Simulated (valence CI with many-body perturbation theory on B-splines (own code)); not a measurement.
The numbers below are computed, except where a source is named.
# Pd41+ in three bases

Method: valence CI with perturbative core correlation (CI+MBPT): three valence electrons over a frozen Dirac-Fock core [He], radial functions for each j: 9 s, 9 p, 8 d, 6 f, 3 g, 1 h, with the one-electron correlation potential Σ1, the two-electron term Σ2, the three-electron term Σ3, Breit, model QED; selected CI, second order for the rest, scaled by the run's own slope (own B-spline code, finite nucleus).

The last digits are not significant, and no measured levels were compared; by estimate large intervals hold to a few tenths of a per cent, small ones and those within an open d or f shell to about a per cent.

The reference run has the lowest level (2s^2 2p1/2) J=1/2 and an ionisation energy of 6470.96 eV. Its largest variational space holds 10440 state functions.

Levels are named by their leading jj configuration (3d3/2^4 stands for four electrons in 3d with j = 3/2), which in mixed levels can hold well under half, so a name can repeat and another be missing. Letters in brackets count levels of one name in rising energy.

Changed runs:
A. basis 6 s, 6 p, 5 d, 3 f, 1 g
B. basis 5 s, 5 p, 4 d, 2 f

Excitation energies of the reference run in cm⁻¹, and shifts in cm⁻¹:

```
                     Level  Reference       A      B
        (2s 2p1/2^2) J=1/2    1031550    -130   -225
        (2s^2 2p3/2) J=3/2    1432970    -7.2    -34
(2s 2p1/2 2p3/2) J=3/2 [a]    2161400    -218   -538
    (2s 2p1/2 2p3/2) J=5/2    2373990     -66   -136
(2s 2p1/2 2p3/2) J=3/2 [b]    2713920     +51   +297
    (2s 2p1/2 2p3/2) J=1/2    2740030    +0.4   +182
        (2s 2p3/2^2) J=5/2    3744310     -88   -167
     (2p1/2^2 2p3/2) J=3/2    3851560     -99   +4.1
        (2s 2p3/2^2) J=1/2    4235170     +20   +306
        (2s 2p3/2^2) J=3/2    4244440     +43   +296
     (2p1/2 2p3/2^2) J=3/2    5083950    -174   -268
     (2p1/2 2p3/2^2) J=5/2    5221690     -12   +172
    Ionisation energy (eV)    6470.96  -0.014  -0.06
```
